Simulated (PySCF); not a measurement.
FO₂W (SMILES [O]=[W](=[O])[F]), doublet, geometry from GFN2-xTB (such geometries of metal compounds can be far from the true shape) (the multiplicity is a formal guess) (core potentials on W).

The PySCF input:
```python
from pyscf import gto, scf, dft

mol = gto.Mole()
mol.atom = '''
    W     0.031836    0.038077    0.046596
    O     1.554892   -0.445553   -0.513306
    O    -0.606250   -0.879993    1.318243
    F    -1.104998    0.865186   -1.098625
'''
mol.basis = 'def2-svp'
mol.ecp = {'W': 'def2-svp'}
mol.charge = 0
mol.spin = 1
mol.verbose = 4
mol.build()

mf = dft.UKS(mol)
mf.xc = 'tpss'
mf.kernel()
mf.analyze()
```

### Question
Give the <S^2> at the level TPSS/def2-SVP run with PySCF.

### Answer
0.756

### Question
Predict the number of basis functions from TPSS/def2-SVP.

### Answer
74

These values belong to the state on which the SCF converged, which isn't shown to be the lowest.

### Question
Roughly what does it cost on one core?

### Answer
about 20 core-seconds (a rough figure).
